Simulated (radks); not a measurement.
Task: The mean radii <r> (bohr) of the occupied orbitals of an atom or ion are listed with their occupations. Calculated with a radial shooting solver on a logarithmic mesh with Libxc functionals: Dirac Kohn-Sham, PBE, spin-unpolarised, spherical densities, finite nucleus; Fermi nuclear charge, rms radius of each element as measured or else 0.836 A^(1/3) + 0.57 fm.

orbital     occ.      <r>
1s1/2          2  0.01744
2s1/2          2  0.07297
2p1/2          2  0.06017
2p3/2          4  0.06849
3s1/2          2   0.1899
3p1/2          2   0.1801
3p3/2          4   0.1954
3d3/2          4   0.1705
3d5/2          6   0.1752
4s1/2          2   0.4224
4p1/2          2   0.4256
4p3/2          4   0.4589
4d3/2          4   0.4694
4d5/2          6   0.4804
5s1/2          2   0.9646
4f5/2    5.57143   0.5199
4f7/2    7.42857   0.5269
5p1/2          2    1.043
5p3/2          4    1.136
5d3/2        2.8    1.501
5d5/2        4.2    1.550
6s1/2          1    2.468

Name the element and its charge. Open shells, if any, are shared by 2j + 1.

Result: Z = 77, iridium, charge +2: Ir2+ in [Xe] 4f13 5d7 6s1. The 1s radius gives Z: for a bare nucleus <r> = (2 gamma + 1)/(2Z) with gamma = sqrt(1 - (Z/c)^2), 0.01724 bohr for Z = 77, and screening makes it slightly larger (0.01744 here). The occupations add up to 75, and the charge is Z minus that.
